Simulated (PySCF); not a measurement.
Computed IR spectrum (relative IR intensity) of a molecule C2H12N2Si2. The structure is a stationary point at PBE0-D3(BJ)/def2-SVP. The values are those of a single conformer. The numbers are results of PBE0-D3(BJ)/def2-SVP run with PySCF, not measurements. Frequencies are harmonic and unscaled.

Lines under 2 % of the strongest are left out, and lines within 2 cm⁻¹ are merged.

```tsv
ν (cm⁻¹)	relative intensity
250	4.7
279	4.4
329	35
396	24
432	8.1
606	3.0
644	5.6
718	14
756	6.9
793	7.4
827	5.8
851	14
881	14
884	12
903	100
943	21
972	63
979	29
1151	8.1
1196	20
1259	7.6
1404	10
1430	2.7
1439	3.2
1534	16
2183	54
2198	86
2201	6.7
2211	31
3003	12
3622	7.2
3651	5.3
3729	8.9
```

Task: Pick the molecule that these values belong to.
(A) C[C@H]([SiH3])[SiH](N)N
(B) C[Si@H](N)C[SiH2]N
(C) C[SiH2]CN[SiH2]N
(D) CN[Si@@H](N)[SiH2]C

Result: C, C[SiH2]CN[SiH2]N
